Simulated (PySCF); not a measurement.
# Choosing a basis for TDDFT

Compound: CH6Cl2Ge2.
SMILES: `[Cl][GeH2][CH2][GeH2][Cl]`

TDDFT with PBE0 (PySCF), vertical singlets, core orbitals frozen in the response, spherical d and f functions. Isolated species at its PBE0-D3(BJ)/def2-SVP geometry (one conformer only). Relativistic effects, spin–orbit coupling among them, are left out although an element past zinc is present.

Compare 6-31G*, def2-SVP, def2-SVPD, aug-cc-pVDZ, def2-TZVP and def2-TZVPD for this molecule.

```tsv
basis	functions	diffuse	S1 (eV)	S2 (eV)	S3 (eV)	S4 (eV)	S5 (eV)	LUMO (eV)	α (au)
6-31G*	126	no	6.89	6.93	6.97	6.97	7.48	-0.24	78.9
def2-SVP	144	no	7.03	7.06	7.11	7.14	7.66	-0.01	80.4
def2-SVPD	198	yes	6.84	6.87	6.89	6.90	7.39	-0.46	99.0
aug-cc-pVDZ	203	yes	6.76	6.78	6.80	6.82	7.28	-0.55	99.5
def2-TZVP	237	no	6.96	7.00	7.03	7.04	7.56	-0.20	92.8
def2-TZVPD	291	yes	6.81	6.84	6.86	6.88	7.36	-0.45	100.2
```

States are compared by their number. Against the largest diffuse basis here (def2-TZVPD, itself not a converged limit), sets without diffuse functions differ by up to 0.23 eV in S1 and 0.30 eV in S5; the smaller diffuse sets differ by up to 0.05 and 0.08 eV. State by state, the largest deviation of a set without diffuse functions is S1 0.23, S2 0.22, S3 0.25, S4 0.26, S5 0.30 eV. The same number needn't mean the same state in each row. Against def2-TZVPD the polarisability deviates by -21% in 6-31G*, -20% in def2-SVP, -1% in def2-SVPD, -1% in aug-cc-pVDZ, -7% in def2-TZVP.
